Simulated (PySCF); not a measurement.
CH4N2S, SMILES NC(N)=S.

Coordinates come from a PBE-D3(BJ)/def2-SVP optimisation. Other conformers were not sampled.

All values below come from PBE-D3(BJ)/def2-SVP run with PySCF.

Frequencies are harmonic and unscaled.

```csv
mode,ν (cm⁻¹),IR (km/mol),moving atoms (share of kinetic energy)
1,328,111.0,"H 90 %, N 9 %"
2,370,291.7,"H 84 %, N 14 %"
3,392,4.0,"N 43 %, S 22 %, H 21 %, C 14 %"
4,442,7.8,"H 40 %, N 37 %, S 20 %"
5,490,22.1,"H 79 %, N 20 %"
6,571,81.0,H 94 %
7,620,17.1,"C 77 %, N 16 %"
8,765,4.8,"N 39 %, S 33 %, H 16 %, C 12 %"
9,1016,16.3,"H 76 %, N 21 %"
10,1038,28.4,"H 51 %, N 41 %"
11,1375,182.3,"C 56 %, H 32 %, N 10 %"
12,1405,30.7,"C 50 %, H 43 %"
13,1548,259.4,"H 56 %, N 26 %, C 18 %"
14,1558,85.0,"H 77 %, N 17 %"
15,3464,28.0,H 96 %
16,3473,2.8,H 96 %
17,3611,65.4,"H 91 %, N 9 %"
18,3612,18.1,"H 91 %, N 9 %"
```
